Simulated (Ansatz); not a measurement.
Program: Ansatz. Geometries: PBE0-D4/def2-TZVP. ΔE: electronic, gas phase. CBS: MP2 limit from def2 TZ/QZ plus the TZ coupled-cluster correction, frozen cores. DFT in def2-TZVPP. def2 core potentials past Kr. For Te outer-core shells are correlated without core-valence functions, which leaves a few kJ/mol of doubt a bond. Each species was taken in one conformer, which may not be the lowest.

Reaction (cleavage of the B–Al bond): `[BH2][Al]([NH2])[SiH3]` + H₂Te → `B[TeH]` + `[NH2][AlH][SiH3]`

```csv
species,PBE0-D4 energy (Eh)
`[BH2][Al]([NH2])[SiH3]`,-615.42805
H₂Te,-269.21982
`B[TeH]`,-294.64477
`[NH2][AlH][SiH3]`,-590.04512
```

Task: Work out ΔE.

Result: ΔE = (-294.64477) + (-590.04512) − (-615.42805) − (-269.21982) = -0.04202 Eh = -110.3 kJ/mol. CCSD(T)/CBS gives -113.5 kJ/mol.

Largest T1 diagnostic among the species: 0.015.

From BLYP to BHLYP (50 % exact exchange), in def2-TZVPP and without D4, ΔE moves by +3.6 kJ/mol. In def2-TZVPP, CCSD(T) changes the Hartree–Fock value by −11.2 kJ/mol (the triples alone add −4.4 kJ/mol) and MP2 by −21.9 kJ/mol. Leaving LDA and LC-ωPBE aside and taking each functional with its dispersion term where it has one, the values, not all of them listed here, spread over 14.2 kJ/mol, from B97M-V to ωB97X-V. LDA lies −5.7 kJ/mol from PBE without D4.
